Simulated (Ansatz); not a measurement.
Isolated molecules relaxed with PBE0-D4/def2-TZVP in Ansatz; ΔE leaves out vibrations. CBS: MP2 limit from def2 TZ/QZ plus the TZ coupled-cluster correction, frozen cores. This one scheme is used for every species. Elements past krypton have def2 core potentials. For Sn outer-core shells are correlated without core-valence functions, which leaves a few kJ/mol of doubt a bond. Each species was taken in one conformer, which may not be the lowest.

Consider the formal exchange of groups at a C–Cl bond: `ClCCl` + `[SiH3][SnH3]` → `ClC[SiH2][SnH3]` + HCl.

```json
{"species": "`ClCCl`", "HF/def2-QZVPP energy (Eh)": "-958.09087"}
{"species": "`[SiH3][SnH3]`", "HF/def2-QZVPP energy (Eh)": "-505.77267"}
{"species": "`ClC[SiH2][SnH3]`", "HF/def2-QZVPP energy (Eh)": "-1003.77176"}
{"species": "HCl", "HF/def2-QZVPP energy (Eh)": "-460.11222"}
```

Q: Work out ΔE.

A: ΔE = (-1003.77176) + (-460.11222) − (-958.09087) − (-505.77267) = -0.02044 Eh = -0.56 eV. CCSD(T)/CBS gives -0.68 eV.

Largest T1 diagnostic among the species: 0.013.

In def2-TZVPP, CCSD(T) changes the Hartree–Fock value by −0.12 eV (the triples alone add −0.00 eV) and MP2 by −0.14 eV. The D4 term adds −0.09 eV with B3LYP and −0.05 eV with PBE0; it sums over pairs of atoms, weighted by their polarisabilities, and B3LYP, whose exchange is more repulsive, gets the larger term. From PBE to PBE0 (25 % exact exchange), in def2-TZVPP and without D4, ΔE moves by −0.04 eV.

B3LYP here is the variant with VWN-RPA as its local correlation; programs differ in this.
